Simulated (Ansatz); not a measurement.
Basis-set series for F₂H₃Si₂, SMILES `F[SiH](F)[SiH2]` radical. Charge 0, multiplicity 2. The geometry is a stationary point of PBE0-D4/def2-TZVP.

```xyz
7

F     1.347    0.133    1.499
Si   -0.055   -0.313    0.888
F    -1.171    0.444    1.733
Si   -0.292    0.285   -1.345
H    -0.198   -1.766    1.130
H     0.544   -0.522   -2.272
H    -0.176    1.738   -1.633
```

```json
{"functional": "PBE0-D4", "basis": "def2-SVP", "functions": "79", "energy (Eh)": "-779.76260", "HOMO (eV)": "-6.69", "LUMO (eV)": "-3.09"}
{"functional": "PBE0-D4", "basis": "def2-TZVPP", "functions": "188", "energy (Eh)": "-780.23169", "HOMO (eV)": "-6.71", "LUMO (eV)": "-3.12"}
{"functional": "ωB97M-V", "basis": "def2-SVP", "functions": "79", "energy (Eh)": "-780.09129", "HOMO (eV)": "-8.38", "LUMO (eV)": "-1.37"}
{"functional": "ωB97M-V", "basis": "def2-TZVPP", "functions": "188", "energy (Eh)": "-780.56549", "HOMO (eV)": "-8.42", "LUMO (eV)": "-1.47"}
```

Problem. Give the rows for def2-QZVPP. (Estimate.)

Solution. Computed: 
| functional | basis | functions | energy (Eh) | HOMO (eV) | LUMO (eV) |
| --- | --- | --- | --- | --- | --- |
| PBE0-D4 | def2-QZVPP | 344 | -780.26293 | -6.72 | -3.14 |
| ωB97M-V | def2-QZVPP | 344 | -780.59480 | -8.44 | -1.53 |

HOMO and LUMO are taken over both spins.
